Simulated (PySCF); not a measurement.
# Shapes and spin states of ZrBr₂

Computed with PBE0 in PySCF with Zr def2-SVP with ECP28, Br def2-SVP; scalar-relativistic core potentials, no spin–orbit coupling; density-fitted integrals.

Relaxations began from a few typed shapes and spin states; open shells are unrestricted. The search is not exhaustive: other isomers or separated fragments can lie lower, and high-lying points may rest on an excited occupation.

Q: Which is the lowest minimum found?
A. triplet D∞h: Zr–Br 2.512 Å (×2); Br–Zr–Br 180.0°
B. triplet C2v: Zr–Br 2.507 Å (×2); Br–Zr–Br 156.1°
C. broken-symmetry Ms = 0 (⟨S²⟩ 0.96) C2v: Zr–Br 2.496 Å (×2); Br–Zr–Br 152.5°
D. singlet (closed shell, unstable to spin polarisation) C2v: Zr–Br 2.455 Å (×2); Br–Zr–Br 137.4°
E. broken-symmetry Ms = 0 (⟨S²⟩ 0.96) C2v: Zr–Br 2.498 Å (×2); Br–Zr–Br 156.4°
F. singlet (closed shell, unstable to spin polarisation) D∞h: Zr–Br 2.469 Å (×2); Br–Zr–Br 180.0°

A: B. The others lie at 0.9 (triplet D∞h, a saddle point), 16.2 (broken-symmetry Ms = 0 C2v), 16.4 (broken-symmetry Ms = 0 C2v), 72.5 (singlet C2v), 78.5 (singlet D∞h, a saddle point) kJ/mol above it.

Formally Zr is in oxidation state +2, d2, with 2 unpaired electrons (the high-spin count). The Mulliken spin on Zr is 2.12. The polar-tensor charge on Zr, 1.13, is far below the formal one.

For the lowest minimum: with open d or f shells other occupations or spin states may lie lower.

The electron or spin density has lower symmetry than the nuclear frame for the broken-symmetry Ms = 0 (⟨S²⟩ 0.96) C2v at 16.2 kJ/mol.
